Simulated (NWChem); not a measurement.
System: C₂H₅ClGe; SMILES C=[CH][GeH2][Cl]

Input file for NWChem:

```
start job
memory heap 200 mb stack 900 mb global 1100 mb
geometry units angstroms noautoz
  Ge    -0.737600    -0.055551     0.000000
  Cl     0.915041    -1.464746     0.000000
  C      0.022256     1.722246     0.000000
  C      1.335637     1.959392     0.000000
  H     -1.567656    -0.339159     1.262247
  H     -1.567656    -0.339159    -1.262247
  H     -0.681827     2.564520     0.000000
  H      1.736088     2.979189     0.000000
  H      2.063725     1.140726     0.000000
end
basis spherical
  * library aug-pcseg-1
end
dft
  xc pbe0
  iterations 150
  mulliken
end
task dft energy
```

The geometry was optimised at PBE0/def2-SVP.

Problem. Give the results of this calculation. (PBE0/aug-pcseg-1.) Quantities: basis functions; energy (Ha); highest occupied level (eV); orbital gap (eV); dipole (D).

Solution. 
```json
{
  "number_of_basis_functions": "154",
  "energy (Ha)": "-2615.65",
  "highest occupied level (eV)": "-8.22",
  "orbital gap (eV)": "7.52",
  "dipole (D)": "2.29"
}
```
